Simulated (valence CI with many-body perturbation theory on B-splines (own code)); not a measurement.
# E1 line list for Cs⁵⁰⁺

Level of theory: relativistic CI+MBPT: three valence electrons over a frozen Dirac-Fock core [He], radial functions for each j: 11 s, 11 p, 10 d, 8 f, 5 g, 2 h, with the one-electron correlation potential Σ1, the two-electron term Σ2, the three-electron term Σ3, Breit, model QED; selected CI, second order for the rest, scaled by the run's own slope (own B-spline code, finite nucleus).

The last digits are not significant, and no measured levels were compared; by estimate large intervals hold to a few tenths of a per cent, small ones and those within an open d or f shell to about a per cent.

Lines 101 to 150 of 504 in falling wavelength, among levels below 575.09 Ry, chosen from the strongest by gf and those to the six lowest levels. Wavelengths and rates use the calculated energies. Electric multipoles are in the length gauge with retardation, E1 and E2 with the static RPA response of the core. Weak lines are less certain than strong ones. Lines between different terms over intervals too small for the method are left out, as are lines whose strength nearly cancels.

Levels are named by their leading jj configuration (3d3/2^4 stands for four electrons in 3d with j = 3/2), which in mixed levels can hold well under half, so a name can repeat and another be missing. Letters in brackets count levels of one name in rising energy.

| λ vac (Å) | Upper | Lower | A (s⁻¹) | log gf | Branch % |
| --- | --- | --- | --- | --- | --- |
| 65.95 | (2p1/2 2p3/2 3p3/2) J=1/2 [b] | (2p1/2 2p3/2 3s) J=3/2 [b] | 1.00e+11 | -0.88 | 0.1 |
| 65.47 | (2p1/2 2p3/2 3s) J=1/2 | (2s 2p3/2 3s) J=3/2 [a] | 8.09e+10 | -0.98 | 0.1 |
| 61.80 | (2s 2p1/2 2p3/2) J=1/2 | (2s^2 2p3/2) J=3/2 | 8.91e+09 | -1.99 | 0.9 |
| 61.79 | (2s 2p1/2 2p3/2) J=3/2 [b] | (2s^2 2p3/2) J=3/2 | 6.03e+09 | -1.86 | 0.7 |
| 60.04 | (2p1/2 2p3/2 3s) J=5/2 | (2s 2p3/2 3s) J=5/2 | 5.04e+10 | -0.79 | 0.1 |
| 53.77 | (2p1/2^2 2p3/2) J=3/2 | (2s 2p1/2 2p3/2) J=5/2 | 4.53e+10 | -1.11 | 6.8 |
| 47.16 | (2p1/2^2 2p3/2) J=3/2 | (2s 2p1/2 2p3/2) J=3/2 [a] | 1.49e+10 | -1.70 | 2.2 |
| 24.91 | (2p3/2^2 3p3/2) J=5/2 | (2s 2p3/2 3p3/2) J=3/2 [b] | 2.48e+11 | -0.86 | 0.2 |
| 24.90 | (2p3/2^2 3d5/2) J=7/2 | (2s 2p3/2 3d5/2) J=5/2 [b] | 1.74e+11 | -0.89 | 3.9 |
| 24.34 | (2p3/2^2 3p3/2) J=7/2 | (2s 2p3/2 3p3/2) J=5/2 [b] | 3.83e+11 | -0.57 | 0.3 |
| 24.24 | (2p3/2^2 3d5/2) J=9/2 | (2s 2p3/2 3d5/2) J=7/2 [b] | 3.85e+11 | -0.47 | 16.4 |
| 24.22 | (2p3/2^2 3d3/2) J=5/2 | (2s 2p3/2 3d3/2) J=3/2 [b] | 2.10e+11 | -0.96 | 0.0 |
| 24.00 | (2p3/2^2 3s) J=5/2 | (2s 2p3/2 3s) J=3/2 [b] | 4.38e+11 | -0.64 | 1.9 |
| 23.97 | (2p3/2^2 3d3/2) J=7/2 | (2s 2p3/2 3d3/2) J=5/2 [b] | 3.57e+11 | -0.61 | 0.1 |
| 23.86 | (2p3/2^2 3p1/2) J=3/2 | (2s 2p3/2 3p1/2) J=1/2 | 3.96e+11 | -0.87 | 0.2 |
| 23.81 | (2p3/2^2 3p1/2) J=5/2 | (2s 2p3/2 3p1/2) J=3/2 [b] | 4.41e+11 | -0.65 | 0.2 |
| 23.67 | (2s 2p3/2^2) J=5/2 | (2s^2 2p3/2) J=3/2 | 1.75e+11 | -1.06 | 99.7 |
| 23.50 | (2p3/2^2 3d5/2) J=5/2 [a] | (2s 2p3/2 3d5/2) J=3/2 [b] | 2.18e+11 | -0.96 | 0.0 |
| 23.45 | (2p3/2^2 3s) J=3/2 | (2s 2p3/2 3s) J=1/2 | 3.67e+11 | -0.92 | 0.5 |
| 23.39 | (2p3/2^2 3d5/2) J=5/2 [a] | (2s 2p3/2 3d5/2) J=5/2 [b] | 2.18e+11 | -0.97 | 0.0 |
| 23.24 | (2p3/2^2 3p3/2) J=3/2 [a] | (2s 2p3/2 3p3/2) J=1/2 [b] | 4.13e+11 | -0.87 | 0.3 |
| 23.16 | (2p1/2 2p3/2^2) J=3/2 | (2s 2p1/2 2p3/2) J=1/2 | 4.31e+11 | -0.86 | 33.5 |
| 22.45 | (2p1/2 2p3/2 3d3/2) J=5/2 [a] | (2s 2p1/2 3d3/2) J=5/2 | 2.64e+11 | -0.92 | 0.5 |
| 22.33 | (2p1/2 2p3/2^2) J=5/2 | (2s 2p1/2 2p3/2) J=3/2 [b] | 5.07e+11 | -0.64 | 44.9 |
| 22.29 | (2p1/2 2p3/2 3d5/2) J=9/2 | (2s 2p1/2 3d5/2) J=7/2 | 4.07e+11 | -0.52 | 22.2 |
| 22.26 | (2p3/2^2 3d5/2) J=7/2 | (2s 2p3/2 3d5/2) J=7/2 [a] | 2.32e+11 | -0.86 | 5.2 |
| 22.25 | (2p3/2^2 3p3/2) J=3/2 [b] | (2s 2p3/2 3p3/2) J=3/2 [b] | 5.75e+11 | -0.77 | 0.4 |
| 22.25 | (2p3/2^3) J=3/2 | (2s 2p3/2^2) J=3/2 | 1.22e+12 | -0.44 | 63.5 |
| 22.25 | (2p1/2 2p3/2 3p3/2) J=7/2 | (2s 2p1/2 3p3/2) J=5/2 | 4.87e+11 | -0.54 | 0.4 |
| 22.20 | (2p1/2 2p3/2 3s) J=3/2 [b] | (2s 2p1/2 3s) J=1/2 [b] | 3.89e+11 | -0.94 | 0.5 |
| 22.14 | (2p3/2^2 3d5/2) J=5/2 [b] | (2s 2p3/2 3d5/2) J=5/2 [b] | 5.12e+11 | -0.65 | 0.1 |
| 22.13 | (2p1/2 2p3/2 3d5/2) J=7/2 [a] | (2s 2p1/2 3d5/2) J=5/2 [a] | 4.00e+11 | -0.63 | 2.5 |
| 22.06 | (2p1/2 2p3/2 3d3/2) J=5/2 [b] | (2s 2p1/2 3d3/2) J=3/2 [b] | 3.91e+11 | -0.77 | 0.1 |
| 22.06 | (2s 2p3/2 3d5/2) J=7/2 [b] | (2s^2 3d5/2) J=5/2 | 6.52e+11 | -0.42 | 0.4 |
| 22.00 | (2p1/2 2p3/2 3p3/2) J=5/2 [a] | (2s 2p1/2 3p3/2) J=3/2 [a] | 4.01e+11 | -0.76 | 0.3 |
| 21.93 | (2s 2p3/2 3p3/2) J=5/2 [b] | (2s^2 3p3/2) J=3/2 | 7.29e+11 | -0.50 | 0.8 |
| 21.93 | (2p1/2 2p3/2 3d3/2) J=7/2 | (2s 2p1/2 3d3/2) J=5/2 | 4.03e+11 | -0.63 | 18.1 |
| 21.89 | (2p3/2^2 3d5/2) J=7/2 | (2s 2p3/2 3d5/2) J=5/2 [a] | 2.24e+11 | -0.89 | 5.1 |
| 21.89 | (2p1/2 2p3/2 3d5/2) J=7/2 [b] | (2s 2p1/2 3d5/2) J=5/2 [b] | 2.36e+11 | -0.87 | 0.0 |
| 21.87 | (2p1/2 2p3/2 3p1/2) J=3/2 [b] | (2s 2p1/2 3p1/2) J=1/2 [b] | 5.13e+11 | -0.83 | 0.3 |
| 21.84 | (2p1/2 2p3/2 3p1/2) J=5/2 | (2s 2p1/2 3p1/2) J=3/2 | 4.85e+11 | -0.68 | 0.2 |
| 21.84 | (2p3/2^2 3p1/2) J=1/2 | (2s 2p3/2 3p1/2) J=3/2 [b] | 9.25e+11 | -0.88 | 0.5 |
| 21.81 | (2p3/2^2 3p3/2) J=3/2 [b] | (2s 2p3/2 3p3/2) J=5/2 [b] | 5.19e+11 | -0.83 | 0.4 |
| 21.79 | (2p3/2^2 3s) J=1/2 | (2s 2p3/2 3s) J=3/2 [b] | 9.40e+11 | -0.87 | 2.0 |
| 21.79 | (2p3/2^2 3p3/2) J=5/2 | (2s 2p3/2 3p3/2) J=5/2 [a] | 3.43e+11 | -0.83 | 0.2 |
| 21.75 | (2p1/2 2p3/2 3d5/2) J=3/2 [b] | (2s 2p1/2 3d5/2) J=5/2 [b] | 4.03e+11 | -0.94 | 0.1 |
| 21.68 | (2s 2p3/2 3d3/2) J=5/2 [b] | (2s^2 3d3/2) J=3/2 | 6.58e+11 | -0.56 | 0.2 |
| 21.68 | (2p1/2 2p3/2 3d3/2) J=3/2 [a] | (2s 2p1/2 3d3/2) J=3/2 [a] | 4.62e+11 | -0.89 | 0.3 |
| 21.66 | (2s 2p3/2 3p1/2) J=1/2 | (2s^2 3p1/2) J=1/2 | 8.63e+11 | -0.92 | 0.8 |
| 21.65 | (2p3/2^2 3d5/2) J=5/2 [b] | (2s 2p3/2 3d5/2) J=7/2 [b] | 5.57e+11 | -0.63 | 0.1 |

Q: How does gf follow from A for the line at 23.16 Å?

A: gf = 1.4992 × (2J+1)_upper × A / σ², with σ = 4317287 cm⁻¹ and 2J+1 = 4: gf = 0.139.
